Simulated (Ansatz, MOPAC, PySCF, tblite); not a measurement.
Breaking a bond: MgO, singlet.

AM1, restricted, heats of formation (MOPAC); PM3, restricted, heats of formation (MOPAC); GFN2-xTB, 300 K electronic temperature (tblite); RHF/cc-pVTZ (PySCF); UCCSDT = CCSDT on UHF/cc-pVTZ, frozen core (Ansatz, an electronic-structure program).

Energies are in kJ/mol, each relative to the lowest point of its own curve near equilibrium.

```tsv
R / Å	AM1	PM3	GFN2-xTB	RHF	UCCSDT
1.38	4.0	238.3	168.8	287.5	306.4
1.48	0.0	117.8	[?]	117.1	129.9
1.56	11.3	45.7	10.2	45.0	49.2
1.63	29.7	7.0	0.1	13.1	73.1
1.65	36.2	0.9	0.0	7.9	59.8
1.73	66.3	0.0	7.9	0.0	22.2
1.78	87.7	18.3	17.8	2.6	9.1
1.86	124.3	73.0	38.4	13.9	0.0
1.92	152.5	127.6	56.5	[?]	0.4
2.04	[?]	242.6	96.3	52.7	13.4
2.15	251.7	323.1	134.9	77.0	[?]
2.37	[?]	404.6	212.4	118.3	85.5
2.61	374.2	503.5	292.0	150.1	—
2.85	408.3	568.8	363.0	170.9	—
3.11	431.7	581.3	428.0	184.9	—
3.48	449.9	—	497.3	195.6	—
3.86	457.9	—	540.3	200.6	—
4.19	460.4	—	—	[?]	—
4.70	461.2	—	—	203.6	—
5.22	461.1	—	—	204.0	—
6.05	460.9	—	—	204.1	—
6.88	460.8	—	—	204.1	—
```

**Question.** Fill in the missing entries.

**Answer.** 
- 1.48, GFN2-xTB: 48.9
- 1.92, RHF: 25.8
- 2.04, AM1: 207.0
- 2.15, UCCSDT: 34.2
- 2.37, AM1: 322.2
- 4.19, RHF: 202.5

A dash means that the run gave no value there, or that the column was ended at a point which the program doubted or which failed a test of continuity chosen for this set; such a test can also cut sound points.

The restricted form behind AM1, PM3, RHF keeps the bonding electrons paired and can't separate into open-shell fragments. The unrestricted determinant behind UCCSDT is spin-contaminated at 1.38 to 6.88 Å (<S²> up to 1.2, against 0.00 for a pure singlet).
